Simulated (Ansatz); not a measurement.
Relaxation of ClF3H2Ti (7 atoms, charge 0, multiplicity 1), to a largest force component of 0.03 eV/Å in at most 50 steps.

The calculation used RKS BLYP-D4/def2-mTZVP (Ansatz 0.2.0).

```xyz
7
Properties=species:S:1:pos:R:3:forces:R:3
Ti -0.400 0.000 -0.475 -0.04 0.00 -0.28
Cl 0.002 0.000 3.080 -0.64 0.00 -0.06
F 1.291 0.000 0.057 0.02 0.00 0.05
F -0.774 1.462 -1.400 0.00 0.00 0.00
F -0.774 -1.462 -1.400 0.00 0.00 0.00
H -1.599 0.000 0.734 -0.03 0.00 0.02
H -1.236 0.000 2.558 0.69 0.00 0.28
```

Question: Where does it end, and by what steps?

Answer: The forces met the threshold. The force dipped under the threshold on the way, but the program's further checks kept it going. After 20 steps the energy has fallen by 0.141 eV; Cl2 moved furthest, 1.38 Å.

```
step  energy less start (eV)  largest force component (eV/Å)  accepted
   0                  0.0000                           0.690       yes
   1                 -0.0455                           0.593       yes
   2                 -0.0521                           0.935       yes
   3                 -0.0793                           0.615       yes
   4                 -0.1115                           0.151       yes
   5                 -0.1133                           0.106       yes
   6                 -0.1154                           0.075       yes
   7                 -0.1248                           0.050       yes
   8                 -0.1277                           0.014       yes
   9                 -0.1256                           0.528        no
  10                 -0.1296                           0.150       yes
  11                 -0.1310                           0.117       yes
  12                 -0.1306                           0.364        no
  13                 -0.1330                           0.172       yes
  14                 -0.1349                           0.131       yes
  15                 -0.1367                           0.162       yes
  16                 -0.1379                           0.143       yes
  17                 -0.1387                           0.211       yes
  18                 -0.1403                           0.061       yes
  19                 -0.1412                           0.004       yes
  20                 -0.1414                           0.027       yes
```

```xyz
7
Properties=species:S:1:pos:R:3
Ti -0.277 0.001 -0.712
Cl -1.133 -0.001 3.860
F 1.490 0.001 -0.803
F -1.010 1.478 -1.352
F -1.010 -1.479 -1.348
H -0.639 0.003 0.956
H -0.912 -0.003 2.553
```

Time of the run: 36 s on 4 threads of Arm Neoverse V1, on a shared host, peak memory 0.17 GiB.
